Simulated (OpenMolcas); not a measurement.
**OpenMolcas run: Gd2+**

Gd2+ among 6 point charges of -1 e arranged as an octahedron (Oh), 2.29 Å from the ion. With inversion symmetry the input lists one of each pair of outer charges.

Input:

```
&GATEWAY
Coord
1

Gd 0.0 0.0 0.0
Basis=ANO-RCC-VDZP
Group=XYZ
NoMove
AngMom=0.0 0.0 0.0
AMFI
XField
3 Angstrom 0
2.290000 0.000000 0.000000 -1.000000
0.000000 2.290000 0.000000 -1.000000
0.000000 0.000000 2.290000 -1.000000
&SEWARD
&RASSCF
FileOrb=start.orb
Symmetry=1
Spin=7
nActEl=8 0 0
Inactive=15 12
Ras2=0 7
CIRoot=7 7 1
SDav=7
CIMx=300
Iter=120 100
PrWF=0.3
OrbListing=Nothing
MaxOrb=0
>>> COPY $Project.JobIph JOB001
&RASSCF
FileOrb=start.orb
Symmetry=1
Spin=5
nActEl=8 0 0
Inactive=15 12
Ras2=0 7
CIRoot=140 140 1
SDav=140
CIMx=300
Iter=120 100
PrWF=0.3
OrbListing=Nothing
MaxOrb=0
CIOnly
>>> COPY $Project.JobIph JOB002
&RASSCF
FileOrb=start.orb
Symmetry=1
Spin=3
nActEl=8 0 0
Inactive=15 12
Ras2=0 7
CIRoot=162 162 1
SDav=588
CIMx=300
Iter=120 100
PrWF=0.3
OrbListing=Nothing
MaxOrb=0
CIOnly
>>> COPY $Project.JobIph JOB003
&RASSI
NrOfJobIphs=3 7 77 26
1 2 3 4 5 6 7
1 2 3 4 5 6 7 8 9 10 11 12 13 14 15 16 17 18 19 20 21 22 23 24 25 26 27
28 29 30 31 32 33 34 35 36 37 38 39 40 41 42 43 44 45 46 47 48 49 50 51
52 53 54 55 56 57 58 59 60 61 62 63 64 65 66 67 68 69 70 71 72 73 74 75
76 77
1 2 3 4 5 6 7 8 9 10 11 12 13 14 15 16 17 18 19 20 21 22 23 24 25 26
IphNames
JOB001
JOB002
JOB003
EJob
SpinOrbit
DIPRint=1.0
SOCoupling=1000.0
Subsets=2
Property=9
'ANGMOM' 1 'ANGMOM' 2 'ANGMOM' 3 'MLTPL  1' 1 'MLTPL  1' 2 'MLTPL  1' 3
'AMFI' 1 'AMFI' 2 'AMFI' 3
SOProperty=3
'ANGMOM' 1 'ANGMOM' 2 'ANGMOM' 3
```

Launched by
```bash
OMP_NUM_THREADS=1 MOLCAS_MEM=2252 MOLCAS_PROJECT=a pymolcas a.inp > a.log  # once for each step of the input, in one work folder
```

A driver script runs the steps one by one and writes start.orb anew before each from the orbitals found so far, so a CI-only block uses the converged orbitals of the first block.

Output, cut to the results:

```
--- SEWARD ---
Basis set label: GD.ANO-RCC...7S6P4D2F1G.

      Electronic valence basis set:
      ------------------
      Associated Effective Charge  64.000000 au
      Associated Actual Charge     64.000000 au
      Nuclear Model: Point charge

      Shell  nPrim  nBasis  Cartesian Spherical Contaminant
         s      25       7        X
         p      22       6        X
         d      15       4                 X
         f      11       2                 X
         g       4       1                 X
                  Relativistic Douglas-Kroll-Hess integrals:
                    - DKH order of Hamiltonian: 2
                    - DKH order of Properties : 0
                  Atomic mean-field integrals
--- RASSCF ---
Wave function specifications:
      -----------------------------

      Number of closed shell electrons          54
      Number of electrons in active shells       8
      Max number of holes in RAS1 space          0
      Max nr of electrons in RAS3 space          0
      Number of inactive orbitals               27
      Number of active orbitals                  7
      Number of secondary orbitals              34
      Spin quantum number                      3.0
      State symmetry                             1
Orbital specifications:
      -----------------------

      Symmetry species                           1   2
                                                ag  au
      Frozen orbitals                            0   0
      Inactive orbitals                         15  12
      Active orbitals                            0   7
      RAS1 orbitals                              0   0
      RAS2 orbitals                              0   7
      RAS3 orbitals                              0   0
      Secondary orbitals                        21  13
      Deleted orbitals                           0   0
      Number of basis functions                 36  32
      Number of CSFs                             7
      Number of root(s) required                 7
      Iter CI   SX   CI       RASSCF       Energy    max ROT     max BLB   max BLB  Level Ln srch  Step   QN
          iter iter root      energy       change     param      element    value   shift minimum  type update
 Nr of preliminary CI iterations:   1
      Total energies have been shifted. Add               -11000.00 au
        1   1    8    0  -263.59066256    0.00E+00  -7.47E-02   14  27 2 -2.59E-01*  0.75   0.00    SX    NO
        2   1    8    0  -263.66840498   -7.77E-02* -5.00E-02   13  26 1 -1.81E-01*  0.29   0.00    SX    NO
        3   1    8    0  -263.68137750   -1.30E-02*  4.06E-02   14  27 2 -1.32E-01*  0.59   0.00    SX    NO
        4   1    8    0  -263.69590099   -1.45E-02* -3.18E-02   10  23 1 -1.02E-01*  0.35   0.00    SX    NO
        5   1    8    0  -263.70051879   -4.62E-03* -1.36E-02   14  27 2 -8.35E-02*  0.54   0.54    LS   YES
        6   1    7    0  -263.71303634   -1.25E-02*  1.48E-03   14  27 2 -6.85E-03*  0.45   1.08    QN   YES
        7   1    6    0  -263.71312701   -9.07E-05*  4.59E-04   10  23 1 -6.77E-04*  0.45   0.99    QN   YES
        8   1    6    0  -263.71312810   -1.09E-06*  2.26E-04   16  25 2 -1.23E-04*  0.45   1.49    LS   YES
        9   1    5    0  -263.71312824   -1.34E-07*  6.30E-05   12  25 1  1.90E-04*  0.45   1.00    QN   YES
       10   1    5    0  -263.71312827   -3.59E-08*  1.88E-05   14  27 1  4.33E-05   0.45   1.32    QN   YES
       11   1    3    0  -263.71312828   -2.67E-09  -4.52E-07    9  25 2  3.81E-06   0.45   1.02    QN   YES
      Convergence after 11 iterations
       12   1    3    0  -263.71312828   -1.27E-11  -4.52E-07    9  25 2  7.08E-07   0.45   1.02    QN   YES
      Natural orbitals and occupation numbers for root  1
      sym 2:   1.000000   2.000000   1.000000   1.000000   1.000000   1.000000   1.000000
      Natural orbitals and occupation numbers for root  2
      sym 2:   1.000000   1.000000   1.000000   1.000000   1.000000   2.000000   1.000000
      Natural orbitals and occupation numbers for root  3
      sym 2:   1.000000   1.000000   1.000000   1.000000   2.000000   1.000000   1.000000
::    RASSCF root number  1 Total energy: -11263.71538888
::    RASSCF root number  2 Total energy: -11263.71366524
::    RASSCF root number  3 Total energy: -11263.71366524
::    RASSCF root number  4 Total energy: -11263.71366524
::    RASSCF root number  5 Total energy: -11263.71183778
::    RASSCF root number  6 Total energy: -11263.71183778
...
--- RASSI ---
SPIN-FREE ENERGIES:
  (Shifted by EMIN (a.u.) =     -11263.7153888841)

 SF State       Relative EMIN(au)   Rel lowest level(eV)    D:o, cm**(-1)      L_eff

     1             0.0000000000        0.0000000000              0.0000         3.0
     2             0.0017236459        0.0469027946            378.2966         3.0
     3             0.0017236459        0.0469027946            378.2966         3.0
     4             0.0017236459        0.0469027946            378.2966         3.0
     5             0.0035511024        0.0966304179            779.3769         3.0
     6             0.0035511024        0.0966304179            779.3769         3.0
     7             0.0035511024        0.0966304179            779.3769         3.0
     8             0.1081537945        2.9430146764          23737.0142         2.0
     9             0.1081537945        2.9430146764          23737.0142         2.0
    10             0.1081932534        2.9440884077          23745.6744         2.0
    11             0.1081932534        2.9440884077          23745.6744         2.0
    12             0.1081932534        2.9440884077          23745.6744         2.0
    13             0.1223426064        3.3291119179          26851.0984         8.0
    14             0.1224440370        3.3318719844          26873.3599         8.0
    15             0.1224440370        3.3318719844          26873.3599         8.0
    16             0.1224440370        3.3318719844          26873.3599         8.0
    17             0.1225055350        3.3335454306          26886.8571         8.0
    18             0.1225055350        3.3335454306          26886.8571         8.0
    19             0.1236858760        3.3656641437          27145.9120         8.0
    20             0.1236858760        3.3656641437          27145.9120         8.0
    21             0.1236858760        3.3656641437          27145.9120         8.0
...
```

Spin-orbit levels above the lowest (labels of O, the rotations of Oh):

```
E (cm-1)  Degeneracy  Label  2S+1     J  |mJ| (%)
     0.0           1     A1     7  5.98    4 (87)
    30.9           3     T1     7  5.98    4 (33)
    66.3           3     T2     7  5.97    5 (41)
   261.4           1     A2     7  5.99    2 (69)
   310.8           3     T2     7  5.99    1 (53)
   330.0           2      E     7  5.99    0 (44)
    1663           3     T1     7  5.00    5 (35)
    1772           3     T2     7  5.02    2 (33)
    1861           2      E     7  4.99    2 (50)
    1887           3     T1     7  4.99    3 (58)
    2750           1     A1     7  3.99    0 (59)
    2816           3     T1     7  3.99    1 (58)
    2880           2      E     7  4.01    2 (50)
    3077           3     T2     7  3.98    3 (57)
    3767           3     T1     7  3.02    3 (41)
    3796           3     T2     7  2.98    1 (43)
    3899           1     A2     7  3.01   2 (100)
    4448           3     T2     7  2.13    1 (64)
    4624           2      E     7  2.02    2 (50)
    4956           3     T1     7  1.11    1 (66)
```

High states are left out of the spin-orbit mixing, which shifts the levels that they would mix with. The free ion's ground configuration, as NIST lists it, lies outside this active space, so the lowest level here need not be the ground level. Point charges carry no covalency, so the field is a model and not that of real ligands. The first state left out of the spin-orbit step lies near 45000 cm-1 above the lowest spin-free state of the reference (among the parities and spins computed), and the lists stop at four fifths of that energy or lower. No measured value stands beside these numbers.
